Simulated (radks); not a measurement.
Valence configurations of Pd II (all share [Kr]). Calculated with a radial shooting solver on a logarithmic mesh with Libxc functionals: scalar-relativistic Kohn-Sham, PBE, spin-unpolarised, spherical densities, finite nucleus; Fermi nuclear charge, rms radius 4.5318 fm. Energies are relative to 4d9; eigenvalues in eV.

| valence | E (eV) | e(4d) | e(5p) | e(5s) |
|---|---|---|---|---|
| 4d9 | 0.000 | -14.614 | - | - |
| 4d8.5 5s0.5 | 2.019 | -16.259 | - | -11.746 |
| 4d8 5s1 | 4.525 | -17.972 | - | -12.453 |
| 4d8 5p1 | 9.843 | -19.376 | -7.961 | - |
| 4d7 5s2 | 11.112 | -21.562 | - | -13.876 |
| 4d7 5s1 5p1 | 16.926 | -22.910 | -8.834 | -14.726 |
| 4d7 5p2 | 22.889 | -24.185 | -9.480 | - |
| 4d6 5s2 5p1 | 26.270 | -26.617 | -9.700 | -16.084 |
| 4d6 5s1 5p2 | 32.722 | -27.846 | -10.308 | -16.827 |
| 4d5 5s1 5p3 | 52.038 | -32.785 | -11.674 | -18.792 |

NIST lists [Kr] 4d9 as the ground configuration; this level of theory agrees among the configurations tried. The energies are those of spherical spin-averaged densities, not of single terms.
